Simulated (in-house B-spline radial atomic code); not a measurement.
The numbers below are computed, except where a source is named.
**Making a Troullier-Martins s channel for F, r_c = 0.77 bohr**

F, [He] 2s2 2p5, non-relativistic PBE, spherical and spin-unpolarised, from an all-electron radial atomic-structure program (B-spline basis) (atomic units). The all-electron 2s level is ε = -1.095854 hartree, its outermost node lies just inside 0.25 bohr and its outer maximum at 0.77 bohr.

Inside r_c the pseudo-orbital is u(r) = r^1 exp(p(r)), with p = c0 + c2 r² + c4 r⁴ + … + c12 r¹². The seven coefficients follow from p and its first four derivatives at r_c, from zero curvature of the screened potential at the origin, c4 = −c2²/(2l + 5), and from the norm inside r_c. At r_c the all-electron orbital has P = 1.025059, P' = -0.02020729, the screened potential V = -3.174476, V' = 8.655576, V'' = -30.35204, and the norm inside is Q = 0.3422278.

Problem. What are p, p' and p'' at r_c?

Solution. p = ln(P/r_c^1) = ln(1.025059/0.77) = 0.28611. p' = P'/P − 1/r_c = -0.01971 − 1.29870 = -1.31841. The radial equation gives p'' = 2(V − ε) − 2(1) p'/r_c − p'² = -4.15724 − (-3.42445) − 1.73822 = -2.47101. Differentiating, p''' = 2V' + 2(1)p'/r_c² − 2(1)p''/r_c − 2p'p'' = 12.766, and p'''' = 2V'' − 4(1)p'/r_c³ + 4(1)p''/r_c² − 2(1)p'''/r_c − 2p''² − 2p'p''' = -77.532.

For a trial c2 the five matching conditions are linear in c0, c6, c8, c10 and c12, and c2 is varied until the norm inside r_c equals Q. The root nearest zero gives:

| n | c_n |
| --- | --- |
| 0 | 0.1721955 |
| 2 | 2.063936 |
| 4 | -0.8519662 |
| 6 | -19.4763 |
| 8 | 47.97362 |
| 10 | -46.51659 |
| 12 | 16.77831 |

Problem. Check c4 and p(r_c), and find the screened pseudopotential at the origin.

Solution. −c2²/5 = -0.851966, as listed. The terms c_n r_c^n are 0.17220, 1.22371, -0.29949, -4.05930, 5.92827, -3.40812, 0.72885, which sum to 0.28612. Inverting the radial equation, V_l(r) = ε + 1 p'/r + (p'' + p'²)/2, so V_l(0) = ε + (2l + 3) c2 = -1.095854 + 3 × (2.06394) = 5.0960 hartree, finite where the all-electron potential diverges.

Orbitals and screened potentials:

| r (bohr) | P | u | V all-electron | V pseudo |
| --- | --- | --- | --- | --- |
| 0.077 | -0.445 | 0.09259 | -98.61 | 5.081 |
| 0.192 | -0.2073 | 0.2456 | -31.33 | 4.583 |
| 0.308 | 0.2557 | 0.4359 | -15.82 | 2.324 |
| 0.424 | 0.6353 | 0.6613 | -9.494 | -1.839 |
| 0.539 | 0.8747 | 0.8692 | -6.345 | -5.062 |
| 0.654 | 0.9938 | 0.9929 | -4.421 | -4.728 |
| 0.77 | 1.025 | 1.025 | -3.174 | -3.174 |

Logarithmic derivatives P'/P at R = 1.07 bohr, for energies E around ε:

```tsv
E − ε (hartree)	all-electron	pseudo
-0.5	-0.0859778	-0.0865013
-0.25	-0.406041	-0.406201
-0.1	-0.619677	-0.619706
0	-0.772689	-0.772689
0.1	-0.935257	-0.935293
0.25	-1.19947	-1.19972
0.5	-1.70585	-1.70714
```

Problem. With P(R) = 0.8926665 and a norm of 0.6280042 inside R, what slope in energy does norm conservation fix?

Solution. d(P'/P)/dE = −2 × (norm inside R)/P(R)² = -1.5762 per hartree·bohr at E = ε, for both atoms, since orbital and norm agree at R. Differences over ±0.1 hartree give -1.5779 (all-electron) and -1.5779 (pseudo), which also hold third-order terms. Half a hartree below ε the two curves differ by -0.0005.
